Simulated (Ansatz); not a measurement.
A single point on `FC[SiH](S)Cl`.

```yaml
crystal:
  periodic: [false, false, false]
  atoms:
    - {symbol: F, position_ang: [-0.729527, 1.188577, 1.874622]}
    - {symbol: C, position_ang: [0.245368, 0.453337, 1.220078]}
    - {symbol: Si, position_ang: [-0.369785, -0.091875, -0.477373]}
    - {symbol: S, position_ang: [1.258916, -1.162986, -1.326234]}
    - {symbol: Cl, position_ang: [-0.891551, 1.562386, -1.569465]}
    - {symbol: H, position_ang: [0.491287, -0.422806, 1.830461]}
    - {symbol: H, position_ang: [1.146582, 1.069260, 1.129678]}
    - {symbol: H, position_ang: [-1.575676, -0.943062, -0.392075]}
    - {symbol: H, position_ang: [0.512986, -1.699130, -2.306691]}
basis:
  gaussian: {orbitals: def2-QZVPP}
correlation: {method: mp2}
```

```sh
$ ansatz run in.yaml --threads 4 --pin off --events-out ev --progress --plain --max-ram 10444MiB
```

Output, abridged:

```
Functional definition: HF
2645 factors; integrals over basis functions are off by at most 8.4e-4 eV
mean field evaluation 1: about -34986.4376 eV, gradient 2.7e1 eV
mean field evaluation 2: about -34986.6077 eV, gradient 2.7e1 eV
mean field evaluation 4: about -34988.6904 eV, gradient 3.8e0 eV
mean field evaluation 8: about -34988.7406 eV, gradient 3.1e-1 eV
mean field -34988.74109161 eV, -1285.8125188960 hartree, gradient 3.1e-6 eV, S^2 0.000000; 0 other end points of the search recorded, 0 dependent functions left out
17 core orbitals not correlated: weight in the atoms' cores, before any rotation towards them, 1.000 or more for the frozen orbitals, at most 0.000 for the correlated occupied ones
reference -34988.74109161 eV, -1285.8125188960 hartree; 16, 16 occupied and 411, 411 virtual orbitals, 2645 factors
second order -26.78949900 eV of doubles, -0.00000000 eV of singles
Total energy: -35015.53059061 eV, -1286.7970148258 hartree
```

Hardware: 4 threads of an Arm Neoverse V1 on a shared host. Wall time 18 s, peak host memory 2.4 GiB.
